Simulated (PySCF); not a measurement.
**Mn¹⁵⁺: ionisation energy**

Mn¹⁵⁺ [Ne] (1S) → Mn¹⁶⁺ [He] 2s2 2p5 (2P), as a difference of total energies. All numbers are calculated (PySCF 2.14, the spin-free X2C one-electron Hamiltonian (Gaussian nucleus), in an uncontracted even-tempered set (20 s from 2.7 bohr⁻², ratio 2.2; 12 p from 3.5 bohr⁻², ratio 2.2; 6 d from 20 bohr⁻², ratio 2.4; 5 f from 29 bohr⁻², ratio 2.4; 5 g from 44 bohr⁻², ratio 2.4)). Correlated levels: nothing frozen; virtual orbitals above 40 to 60 times the deepest correlated orbital energy dropped. The calculations carry no spin-orbit coupling.

```tsv
method	ionisation energy (eV)
UHF	1135.4
LDA	1136.0
PBE	1135.5
PBE0	1136.0
r2SCAN	1136.9
BP86	1136.0
B97-3	1136.3
MP2 (all electrons)	1137.0
SCS-MP2 (all electrons)	1136.9
```

A first-order spin-orbit estimate (lowest level to lowest level, LS coupling) adds -3.530 eV.

For comparison: 1133.7 ± 0.6 eV (semi-empirical (NIST evaluation); NIST Atomic Spectra Database, ionization energies).
